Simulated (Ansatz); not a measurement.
`[SH][In]([Br])[Br]` + H₂ → `[Br][InH][Br]` + H₂S at 298.15 K and 1 bar (hydrogenolysis of the In–S bond).

Isolated molecules relaxed with PBE0-D4/def2-TZVP in Ansatz; ΔE leaves out vibrations. CCSD(T)/CBS adds triple-zeta CCSD(T) − MP2 to the extrapolated MP2 energy (def2 sets, frozen cores). This one scheme is used for every species. Elements past krypton have def2 core potentials. For Br, In outer-core shells are correlated without core-valence functions, which leaves a few kJ/mol of doubt a bond. Scalar relativity is left out up to krypton. One conformer a species, not always the lowest.

| species | CCSD(T)/CBS energy (Eh) | H − E (kJ/mol) | S (J/(mol·K)) |
| --- | --- | --- | --- |
| `[SH][In]([Br])[Br]` | -5734.97677 | 49.5 | 388.8 |
| H₂ | -1.17544 | 35.1 | 130.4 |
| `[Br][InH][Br]` | -5337.15310 | 35.8 | 336.1 |
| H₂S | -398.97279 | 49.9 | 205.7 |

H − E and S are ideal-gas, rigid-rotor, harmonic terms from PBE0-D4/def2-TZVP, for one conformer and one mirror image of each species. The MP2-based limit puts H₂ 0.8 mEh under its directly extrapolated value; such offsets cancel only in part. 1 Eh = 2625.50 kJ/mol, R = 8.31446 J/(mol·K).

Q: By hand: ΔE, ΔH, ΔS and ΔG.

A: ΔE = (-5337.15310) + (-398.97279) − (-5734.97677) − (-1.17544) = 0.02632 Eh = 69.1 kJ/mol. Δ(H − E) = 35.8 + 49.9 − 49.5 − 35.1 = 1.1, so ΔH = 70.2 kJ/mol. ΔS = 336.1 + 205.7 − 388.8 − 130.4 = 22.6 J/(mol·K). ΔG = 70.2 − 298.15 × (22.6)/1000 = 63.5 kJ/mol.

Q: By hand: the equilibrium constant, and the temperature at which ΔG would vanish if ΔH and ΔS stayed fixed.

A: log₁₀ K = −ΔG/(RT ln 10) = -11.1. ΔG = 0 at ΔH/ΔS = 3106 K, far beyond where these terms or the molecules hold.

ΔH outweighs TΔS. A doubt of 5 kJ/mol in ΔE shifts log₁₀ K by 0.9 here. Other conformers and mirror images would add mixing entropy, several J/(mol·K) or more a flexible species. These are equilibria of isolated gas molecules and say nothing of rates. Largest T1 diagnostic: 0.011 (customary marks: 0.02 for closed shells, 0.045 for open ones).
